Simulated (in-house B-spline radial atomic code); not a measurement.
Computed with a B-spline radial atomic code. Model: two electrons, singlet ground state, non-relativistic, full CI in B-splines with partial waves to l = 8 (at full coupling up to 3e-4 hartree above the limit, correlation up to 0.6 % small), density held at that of full coupling by Lieb maximisation.

W(λ) is the mean repulsion in the state of coupling λ less the Hartree energy of the fixed density. Its start is exact exchange, its initial slope is twice the second-order Görling-Levy correlation energy, and its area from 0 to 1 is E_xc. A straight curve means weak, dynamic correlation, and a curve that drops fast and flattens means strong correlation.

Command:
```bash
python run_ac.py task.json out
```
Settings (lengths in bohr, energies in hartree):
```
potential              yukawa
strength               1.72
lmax                   8
second                 0.119
```

Cost of the run: 25 s on 1 thread of Intel(R) Xeon(R) Processor @ 2.30GHz, on a shared host.

**W = mean repulsion less Hartree energy, and W of three functionals.**

Given: confinement screened point charge; nuclear charge 1.72; screening of the nucleus 0.119 1/bohr; external potential -Z exp(-k r)/r.

Computed: LDA exchange minus exact 114.4 millihartree; PBE exchange minus exact 6.3584 millihartree.

```
coupling  W xc (hartree)  W xc minus exchange (millihartree)  kinetic minus Kohn-Sham (millihartree)  LDA (PW92) W minus its exchange (millihartree)  PBE W minus its exchange (millihartree)  SCAN W minus its exchange (millihartree)
       0        -0.84092                                   0                                       0                                               0                                        0                                         0
    0.02        -0.84288                              -1.955                                    0.02                                          -11.36                                    -1.72                                     -1.81
    0.05        -0.84577                              -4.847                                    0.12                                          -23.04                                    -4.33                                     -4.44
    0.12        -0.85233                             -11.413                                    0.68                                           -43.6                                   -10.43                                    -10.34
    0.25        -0.86389                              -22.97                                    2.81                                          -71.85                                   -21.51                                    -20.54
     0.4        -0.87628                             -35.362                                    6.82                                          -96.97                                   -33.67                                    -31.35
     0.6         -0.8914                             -50.484                                   14.36                                         -123.77                                   -48.74                                    -44.46
     0.8        -0.90512                             -64.199                                   23.94                                         -145.82                                   -62.59                                    -56.34
       1         -0.9176                             -76.683                                   35.15                                         -164.66                                   -75.31                                     -67.2
     1.4               ?                                   ?                                       ?                                               ?                                        ?                                         ?
       2               ?                                   ?                                       ?                                               ?                                        ?                                         ?
       3        -0.99921                             -158.29                                  188.03                                         -275.49                                  -162.71                                   -141.27
     4.5         -1.0328                             -191.89                                  312.23                                         -320.46                                   -202.3                                   -174.34
       7         -1.0671                             -226.19                                  505.51                                         -368.86                                  -246.45                                   -209.91
      10         -1.0917                             -250.79                                  711.67                                         -406.16                                  -281.26                                   -236.06
```

What belongs in the row 1.4?

W xc (hartree): -0.93946; W xc minus exchange (millihartree): -98.537; kinetic minus Kohn-Sham (millihartree): 61.25; LDA (PW92) W minus its exchange (millihartree): -195.76; PBE W minus its exchange (millihartree): -97.91; SCAN W minus its exchange (millihartree): -86.41.

What belongs in the row 2?

W xc (hartree): -0.96611; W xc minus exchange (millihartree): -125.19; kinetic minus Kohn-Sham (millihartree): 106.25; LDA (PW92) W minus its exchange (millihartree): -231.79; PBE W minus its exchange (millihartree): -126.15; SCAN W minus its exchange (millihartree): -110.35.

What is the SCAN exchange minus exact?

-5.9663 millihartree.

**Energy parts, natural occupations and partial-wave weights.**

Computed: total energy -1.6532 hartree; exchange energy -0.84092 hartree; correlation energy -0.04153 hartree; kinetic part of the DFT correlation energy 0.035153 hartree; initial slope twice GL2 -0.098275 hartree; kinetic part over minus potential part 0.45842; Lieb Oxford ratio E_xc over LDA exchange 1.2146.

| natural | occupation of the shell (electrons) |
| --- | --- |
| s | 1.9767 |
| s | ? |
| p | 0.010218 |
| d | 0.00040184 |
| p | 0.00031404 |
| s | 0.00017625 |

What belongs in the row s?

occupation of the shell (electrons): 0.012065.

```tsv
wave	weight
s	0.99446
p	?
d	0.00022436
f	2.9933e-05
g	6.7715e-06
```

What belongs in the row p?

weight: 0.0052807.

What is the Hartree energy?

1.6818 hartree.

What is the Kohn-Sham kinetic?

1.9765 hartree.

Half-way to full coupling W has made 56 % of its drop, against 50 % for a straight line, and second-order (GL2) theory, half the initial slope, overshoots the correlation energy by about 18 %: a moderate bend, as in light atoms. Over couplings 0 to 1 the errors in E_xc come to about +53 millihartree for LDA, +7.8 millihartree for PBE, -1.1 millihartree for SCAN, so SCAN is nearest. In LDA and SCAN the errors of exchange and correlation have opposite signs, so the sum is smaller than the larger of the two.
